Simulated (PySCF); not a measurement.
Isomers of C3H9B, mass 56.080 u with the commonest isotopes. Computed with PBE0-D3(BJ)/def2-SVP geometry optimisation, gas phase in PySCF. One conformer each, none proved a minimum here; rigid rotors.

Problem. Order these by rotational constant C, largest first.
A. `[CH3:1][BH:2][CH2:3][CH3:4]` with C1–B2–C3–C4 -2°
B. `[BH2:1][CH:2]([CH3:3])[CH3:4]` with H–B1–C2–C3 163° and -24°
C. `[BH2:1][CH2:2][CH2:3][CH3:4]` with H–B1–C2–C3 2° and -179°, B1–C2–C3–C4 -179°

Solution. B (4405 MHz), A (3731 MHz), C (3456 MHz).

Problem. Order these by rotational constant B, smallest first.
A. `[BH2:1][CH:2]([CH3:3])[CH3:4]` with H–B1–C2–C3 163° and -24°
B. `[CH3:1][BH:2][CH2:3][CH3:4]` with C1–B2–C3–C4 -2°
C. `[BH2:1][CH2:2][CH2:3][CH3:4]` with H–B1–C2–C3 2° and -179°, B1–C2–C3–C4 -179°

Solution. C (3731 MHz), B (4730 MHz), A (7951 MHz).

Problem. Order these by radius of gyration √(Σ m r²/M), largest first.
A. `[BH2:1][CH:2]([CH3:3])[CH3:4]` with H–B1–C2–C3 163° and -24°
B. `[BH2:1][CH2:2][CH2:3][CH3:4]` with H–B1–C2–C3 2° and -179°, B1–C2–C3–C4 -179°
C. `[CH3:1][BH:2][CH2:3][CH3:4]` with C1–B2–C3–C4 -2°

Solution. B (1.640 Å), C (1.580 Å), A (1.467 Å).

```csv
SMILES,point group,Ia (u·Å²),Ib (u·Å²),Ic (u·Å²),κ,μa (D),μb (D),μc (D)
CBCC,–,37.83,106.84,135.44,-0.79,0.19,0.37,0.13
BCCC,–,20.07,135.44,146.23,-0.97,0.62,0.32,0.00
BC(C)C,Cs,63.14,63.56,114.74,0.97,0.06,0.66,0.26
```
